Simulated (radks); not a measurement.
The numbers below are computed, except where a source is named.
The nuclear charge of the erbium ion Er+ is varied continuously with 67 electrons held in [Xe] 4f12 6s1. Code: a radial shooting solver on a logarithmic mesh with Libxc functionals. Model: scalar-relativistic Kohn-Sham, PBEsol, spin-polarised, spherical densities, point nucleus; open shells are filled with parallel spins first (spin-orbit coupling, left out, can overturn this in heavy ions). By the Hellmann-Feynman theorem dE/dZ = E(electron-nucleus)/Z, the electronic potential at the nucleus. The scalar-relativistic energy here is not variational (the density holds large components alone), so the two differ by a part that grows with Z.

| Z | E (hartree) | E(electron-nucleus)/Z (hartree) | HOMO | e(HOMO) (eV) | <r> HOMO (bohr) |
|---|---|---|---|---|---|
| 67.5 | -12845.7561 | -466.817 | 4f | -2.236 | 0.9009 |
| 68 | -13081.9826 | -472.007 | 4f | -8.905 | 0.8338 |
| 68.5 | -13320.8423 | -477.185 | 6s | -13.382 | 3.315 |
| 69 | -13562.3340 | -482.363 | 6s | -17.687 | 3.102 |

The central difference of E at Z = 68 is -475.086 hartree, to compare with the third column; the second derivative is -10.5 hartree. No converged solution with all levels bound was reached at Z = 67.
